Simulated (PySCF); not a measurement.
# Unknowns

Level of theory: shieldings: GIAO PBE0/pcSseg-1, structure optimised with GFN2-xTB, in PySCF 2.14 (no solvent, a single conformation, non-relativistic Hamiltonian, averaged over atoms made equivalent by symmetry, fast rotation or ring inversion).

Referencing at the same level of theory: ¹H, ¹³C against TMS. Splittings of carbon signals by F and P are missing where no couplings were computed. Where no couplings were computed, multiplicities follow the n + 1 count of equivalent neighbours, and m marks all less simple cases (inequivalent or close neighbours, rings, F or P nearby). Shifts are as computed. Against solution values, carbons near 30 ppm lie about +3 ppm off and those near 130 ppm about +5 ppm; carbons on Cl a further +6 ppm. Of 1309 compounds with measured shifts, 239 miss one by over three times the rms of a fit or turn the order of signals round; such compounds aren't used in these exercises. Carbons bonded to Cl come out too deshielded.

(1) C$_{5}$H$_{7}$Cl$_{3}$OSi. ¹H NMR (600 MHz, computed): δ 10.14 (s, 1H), 3.97 (s, 3H), 2.31 (m, 1H), 1.95 (m, 1H), 1.23 (m, 1H). ¹³C{¹H} NMR (computed): δ 205.7 (CH), 124.0 (C), 50.7 (CH), 28.7 (C), 17.9 (CH2). Identify the compound.

(2) C$_{5}$H$_{5}$FOSi. ¹H NMR (300 MHz, computed): δ 10.34 (m, 1H), 6.52 (m, 1H), 4.94 (m, 2H), 2.28 (t, 1H). ¹³C{¹H} NMR (computed): δ 199.3, 193.0, 134.7, 109.5, 82.5. Give a structure.

Answers

(1) `O=C[C@@]1([SiH3])C[C@H]1C(Cl)(Cl)Cl`. Rings plus π bonds: 2 (1 ring in the answer). 5 carbon signals for 5 carbons: no two carbons are equivalent. Carbon types of the structure: 2 × C, 2 × CH, 1 × CH2, leaving 3 H on heteroatoms. δC 205.7: aldehyde carbonyl carbon; low-lying n→π* states of the double bond to the heteroatom give a large paramagnetic term (-263 ppm). δC 124.0: fully substituted sp3 carbon bonded to 3 Cl; 3 electronegative neighbours deshield it. δC 50.7, 28.7, 17.9: three-membered-ring carbon. δH 10.14: hydrogen on an aldehyde carbonyl carbon; the formyl region, downfield of aromatic protons.

This is the structure that produced the data.

(2) `InChI=1S/C5H5FOSi/c1-2-8-5(6)3-4-7/h1,3-4H,8H2/b5-3-`. Rings plus π bonds: 4 (no ring in the answer). 5 carbon signals for 5 carbons: no two carbons are equivalent. Carbon types of the structure: 2 × C, 3 × CH, leaving 2 H on heteroatoms. δC 199.3: β carbon of a C=C–C=O unit; conjugation with the carbonyl draws π density from the β position. δC 193.0: aldehyde carbonyl carbon; low-lying n→π* states of the double bond to the heteroatom give a large paramagnetic term (-259 ppm). δC 82.5: alkyne carbon; the triple bond shields along its axis, which puts it between sp3 and sp2 carbons. δH 10.34: hydrogen on an aldehyde carbonyl carbon; the formyl region, downfield of aromatic protons.

The shifts were computed for this structure.
